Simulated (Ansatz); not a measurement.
**Abstraction of H: C2H6BN + GaH2O → C2H5BN + GaH2(OH)**

Species: C2H6BN `BNC=C`, singlet; GaH2O `[O][GaH2]`, doublet; C2H5BN `B[N]C=C`, doublet; GaH2(OH), singlet. A radical takes H: the energy is the difference in strength between the N–H bond broken and the O–H bond made.

Shapes, held fixed at every level: PBE0-D4/def2-TZVP. Flexible molecules stand in one conformer, not always the lowest. Programs: Ansatz 0.2.0. The zero-point and thermal change to 298 K, harmonic and unscaled (PBE0-D4/def2-TZVP), is -7.6 kJ/mol.

```
                level                    kind  ΔH(298 K) (kJ/mol)  CPU time (sum over the molecules)
          HF/def2-SVP            Hartree–Fock               -47.2                                  –
    PBE-D4/def2-TZVPP                     GGA              -100.2                               20 s
  B3LYP-D4/def2-TZVPP           global hybrid               -88.7                               29 s
  BHLYP-D4/def2-TZVPP           global hybrid               -70.6                               25 s
r2SCAN0-D4/def2-TZVPP           global hybrid               -86.9                               45 s
   wB97M-V/def2-TZVPP  range-separated hybrid               -82.1                            1.7 min
   wB97X-V/def2-TZVPP  range-separated hybrid               -79.5                               67 s
    B2PLYP/def2-TZVPP           double hybrid               -86.5                               40 s
```

B2PLYP/def2-TZVPP gives ΔH(298 K) = -86.5 kJ/mol; the levels span -100.2 to -47.2. The median of the levels is -84.3. No measured value is set beside it here. Spin contamination: C2H5BN (⟨S²⟩ up to 0.96). Open shells run unrestricted unless RO is named. Relativity is left out for Ga unless named. Correlated rows may include outer-core shells of Ga, which these sets cover unevenly. Times are processor times on shared x86 and Arm servers, and rough.
